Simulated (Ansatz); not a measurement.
Sn2Ge5. Charge 0, multiplicity 1. Geometry PBE-D4/def2-SVP, that of the charge +1 doublet.

Cartesian coordinates in Å:
```
Ge -1.152 1.099 0.731
Ge 0.051 -1.159 -0.417
Ge 0.595 -0.817 2.059
Ge -1.966 -1.218 1.402
Ge -0.890 0.859 -1.775
Sn 1.600 1.231 0.396
Sn 1.763 0.005 -2.395
```

In the def2 sets Sn takes a core potential; there is no spin–orbit coupling. The structure comes from a short search, and lower isomers may exist.

Question: Estimate the orbital energies around the gap (eV) in Ansatz with HF/def2-TZVP, PBE-D4/def2-TZVP, PBE0-D4/def2-TZVP.

Answer: 
```
orbital  HF/def2-TZVP  PBE-D4/def2-TZVP  PBE0-D4/def2-TZVP
 HOMO−5         -8.72             -6.26              -7.11
 HOMO−4         -8.26             -6.00              -6.78
 HOMO−3         -8.06             -5.92              -6.67
 HOMO−2         -7.70             -5.45              -6.23
 HOMO−1         -7.62             -5.33              -6.10
   HOMO         -6.31             -4.45              -5.12
   LUMO         -0.63             -3.60              -3.09
 LUMO+1         -0.16             -3.31              -2.75
 LUMO+2          0.22             -2.95              -2.38
 LUMO+3          0.43             -2.71              -2.16
 LUMO+4          1.32             -1.77              -1.15
 LUMO+5          1.50             -1.60              -0.96
```
